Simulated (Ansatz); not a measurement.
Species: PbI, net charge 1, singlet state. 
Coordinates optimised at B3LYP-D3(BJ)/def2-TZVP (Ansatz, a quantum-chemistry and plane-wave program):
```
Pb
I 1 2.6982
```
Charge +1, spin multiplicity 1.

Basis-set convergence of Hartree-Fock and CCSD correlation energies (hartree) with Ansatz. Valence correlation only, unless marked. Spin-orbit coupling is left out. Frozen are the shells of the preceding noble gas and the d and f shells that filled before the atom's block. In def2 rows, elements after Kr have scalar-relativistic effective core potentials.

```tsv
basis	functions	E(HF)	E(corr, CCSD)
def2-SVP	52	-488.30648	-0.15439
def2-TZVPP	100	-488.32248	-0.20377
def2-QZVPP	164	-488.32477	-0.22511
```

Extrapolating the two largest sets (X = 3 and 4) as X^-3: E(corr) = (64·(-0.22511) - 27·(-0.20377))/37 = -0.2407 Eh, an estimate of the basis-set limit. The largest set recovers 93.5 % of it, the smallest 64.1 %.
